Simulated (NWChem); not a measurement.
System meant: InF₃; SMILES [F][In]([F])[F]

Here is an NWChem input.

```
start job
memory heap 200 mb stack 900 mb global 1100 mb
geometry units angstroms noautoz
  In     0.000000     0.000000     0.000000
  F     -0.820274    -1.752765     0.000000
  F     -1.107802     1.586760     0.000000
  F      1.928076     0.166004     0.000000
end
basis spherical
  In library def2-svp
  F library def2-svp
end
ecp
  In library def2-ecp
end
dft
  xc b3lyp
  iterations 150
end
tddft
  cis
  nroots 4
  notriplet
end
task tddft energy
```

End of the output:

```
 Vector   27  Occ=0.000000D+00  E= 3.348067D-02  Symmetry=e'+
              MO Center= -1.2D-01, -2.0D-01, -8.3D-22, r^2= 6.6D+00
   Bfn.  Coefficient  Atom+Function         Bfn.  Coefficient  Atom+Function
  ----- ------------  ---------------      ----- ------------  ---------------
    14      0.909453  1 In px                15      0.409000  1 In py
    43     -0.338312  3 F  s                 11      0.243061  1 In px
    29      0.226925  2 F  s                 58      0.150629  4 F  px
    61     -0.133766  4 F  px                31      0.131337  2 F  py
    34     -0.116820  2 F  py                42     -0.111630  3 F  s

 center of mass
 --------------
 x =  -0.00000000 y =  -0.00000000 z =   0.00000000

 moments of inertia (a.u.)
 ------------------
         381.119969373648           0.000000000000           0.000000000000
           0.000000000000         381.119969373648           0.000000000000
           0.000000000000           0.000000000000         762.239938747296

     Multipole analysis of the density
     ---------------------------------

     L   x y z        total         alpha         beta         nuclear
     -   - - -        -----         -----         ----         -------
     0   0 0 0     -0.000000    -24.000000    -24.000000     48.000000

     1   1 0 0      0.000000      0.000000      0.000000     -0.000000
     1   0 1 0     -0.000000     -0.000000     -0.000000      0.000000
     1   0 0 1     -0.000000     -0.000000     -0.000000      0.000000

     2   2 0 0    -32.486108   -106.515912   -106.515912    180.545716
     2   1 1 0      0.000000      0.000000      0.000000     -0.000000
     2   1 0 1      0.000000      0.000000      0.000000      0.000000
     2   0 2 0    -32.486107   -106.515912   -106.515912    180.545716
     2   0 1 1     -0.000000     -0.000000     -0.000000      0.000000
     2   0 0 2    -23.272372    -11.636186    -11.636186      0.000000

 ------------------------------------------------------------------------
 tddft_init: non-Abelian symmetry not permitted                   0
 ------------------------------------------------------------------------
 ------------------------------------------------------------------------
  current input line :
    25: task tddft energy
 ------------------------------------------------------------------------
 ------------------------------------------------------------------------
 There is an error related to the specified geometry
 ------------------------------------------------------------------------
 For more information see the NWChem manual at https://nwchemgit.github.io

0:tddft_init: non-Abelian symmetry not permitted:Received an Error in Communication
```

**Question.** What is wrong, and how is it mended?

**Answer.** The program stopped with an error. Cause: the TDDFT module takes Abelian point groups alone, and the geometry was found to have a non-Abelian one. This input runs:
```
start job
memory heap 200 mb stack 900 mb global 1100 mb
geometry units angstroms noautosym nocenter noautoz
  In     0.000000     0.000000     0.000000
  F     -0.820274    -1.752765     0.000000
  F     -1.107802     1.586760     0.000000
  F      1.928076     0.166004     0.000000
end
basis spherical
  * library def2-svp
end
ecp
  In library def2-ecp
end
dft
  xc b3lyp
  iterations 150
end
tddft
  cis
  nroots 4
  notriplet
end
task tddft energy
```
It converges to -489.54002 Ha (B3LYP/def2-SVP with def2 effective core potentials on In, TDA).
